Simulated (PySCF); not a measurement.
1-ethyl-1-cyclopentene, C₇H₁₂.
Z-matrix (Å and degrees, PBE0-D3(BJ)/def2-SVP geometry), rows numbered from 1:
```
C 
C   1  1.5269
C   2  1.4953  1  113.52
C   3  1.3406  2  127.26  1  -116.46
C   4  1.5025  3  112.53  2   177.75
C   5  1.5391  4  102.79  3    13.96
C   3  1.5108  2  122.23  1    60.74
H   1  1.1009  2  110.97  3    59.77
H   1  1.1010  2  111.59  3   -60.16
H   1  1.1004  2  111.14  3   179.90
H   2  1.1016  1  109.88  3  -122.62
H   2  1.1055  1  108.83  3   121.37
H   4  1.0934  3  124.16  2     0.08
H   5  1.1025  4  113.30  3   135.80
H   5  1.1068  4  110.51  3  -105.52
H   6  1.0999  5  113.13  4  -146.01
H   6  1.1014  5  109.09  4    95.03
H   7  1.1062  3  110.10  2   -72.32
H   7  1.1033  3  112.54  2    45.65
```

Level: B3LYP/def2-SVPD in PySCF, non-relativistic, on one gas-phase PBE0-D3(BJ)/def2-SVP geometry that isn't relaxed in the solvent. The solvent is an IEF-PCM continuum (cavity from Bondi-type radii × 1.2), and excitations are vertical TDDFT with non-equilibrium linear response and a frozen core. Only the electrostatic response of the medium enters.

Gas-phase singlets (H = HOMO, L = LUMO):

| state | E (eV) | λ (nm) | f | leading configurations |
| --- | --- | --- | --- | --- |
| S1 | 5.926 | 209 | 0.028 | H→L 56%, H→L+1 42% |
| S2 | 6.444 | 192 | 0.112 | H→L+2 43%, H→L+1 28% |
| S3 | 6.650 | 186 | 0.088 | H→L+2 51%, H→L+1 21% |
| S4 | 6.780 | 183 | 0.039 | H→L+3 76%, H→L+4 14% |
| S5 | 6.937 | 179 | 0.074 | H→L+4 80%, H→L+3 8% |

Problem. How does the list change in chloroform (ε = 4.711)?

Solution. 
| state | E (eV) | λ (nm) | f | leading configurations | change by rank (eV) |
| --- | --- | --- | --- | --- | --- |
| S1 | 5.951 | 208 | 0.043 | H→L 51%, H→L+1 47% | +0.025 |
| S2 | 6.422 | 193 | 0.253 | H→L+1 40%, H→L 39% | -0.022 |
| S3 | 6.646 | 187 | 0.062 | H→L+2 82%, H→L+1 10% | -0.004 |
| S4 | 6.823 | 182 | 0.037 | H→L+3 88% | +0.043 |
| S5 | 6.950 | 178 | 0.053 | H→L+4 90% | +0.013 |

Problem. Give the list for methanol (ε = 32.61), n² = 1.77.

Solution. 
```csv
state,E (eV),λ (nm),f,leading configurations,change by rank (eV)
S1,5.979,207,0.040,"H→L+1 51%, H→L 47%",+0.053
S2,6.450,192,0.245,"H→L 42%, H→L+1 37%",+0.006
S3,6.675,186,0.053,"H→L+2 83%, H→L+1 8%",+0.025
S4,6.854,181,0.035,H→L+3 88%,+0.074
S5,6.977,178,0.049,H→L+4 89%,+0.040
```

Problem. How do the frontier levels move from gas to methanol?

Solution. 
| orbital | gas (eV) | solvent (eV) | change (eV) |
| --- | --- | --- | --- |
| LUMO+2 | 0.98 | 1.10 | +0.12 |
| LUMO+1 | 0.58 | 0.66 | +0.08 |
| LUMO | 0.31 | 0.38 | +0.07 |
| HOMO | -6.35 | -6.32 | +0.03 |
| HOMO-1 | -8.81 | -8.70 | +0.11 |
| HOMO-2 | -9.09 | -8.99 | +0.10 |
| HOMO-3 | -9.27 | -9.17 | +0.10 |

The HOMO–LUMO gap goes from 6.66 to 6.70 eV.
